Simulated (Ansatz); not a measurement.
AlH8NO2Si2, SMILES `[NH2][Al]([O][SiH3])[O][SiH3]`. Total charge 0; spin multiplicity 1. The geometry is a stationary point of PBE0-D4/def2-TZVP. It is one conformer, not always the lowest.

```xyz
14

N     0.206   -1.699    2.123
Al    0.075   -0.608    0.759
O    -0.735   -1.102   -0.626
Si   -1.395   -1.129   -2.107
O     0.760    0.922    0.847
Si    1.238    2.428    0.484
H    -0.177   -2.629    2.148
H     0.674   -1.480    2.986
H    -0.820   -2.248   -2.900
H    -1.134    0.147   -2.828
H    -2.866   -1.323   -2.004
H     0.530    3.409    1.350
H     2.702    2.563    0.708
H     0.943    2.751   -0.939
```

(1) What is the dipole moment at B3LYP/def2-TZVPP? (Best estimate.)

(2) And with PBE, r2SCAN, ωB97M-V? (An estimate is asked.)

(3) Give the Mulliken charges with B3LYP, r2SCAN, ωB97M-V in def2-TZVPP. (Best estimate.)

## Answers

(1) Computed: 1.54 D, with components (0.12, -0.96, 1.20) D in this frame, pointing from negative to positive charge.

(2) The calculation gave: PBE 1.67 D, r2SCAN 1.64 D, ωB97M-V 1.56 D.

(3) The calculation gave: 
```
atom  B3LYP  r2SCAN  ωB97M-V
  N1  -0.42   -0.46    -0.38
 Al2   0.58    0.63     0.57
  O3  -0.33   -0.38    -0.34
 Si4   0.36    0.39     0.26
  O5  -0.33   -0.37    -0.34
 Si6   0.36    0.39     0.26
  H7   0.14    0.16     0.11
  H8   0.14    0.16     0.11
  H9  -0.08   -0.09    -0.05
 H10  -0.08   -0.08    -0.04
 H11  -0.08   -0.09    -0.05
 H12  -0.08   -0.09    -0.05
 H13  -0.08   -0.09    -0.05
 H14  -0.08   -0.08    -0.04
```

B3LYP here is the variant with VWN-RPA as its local correlation; programs differ in this.
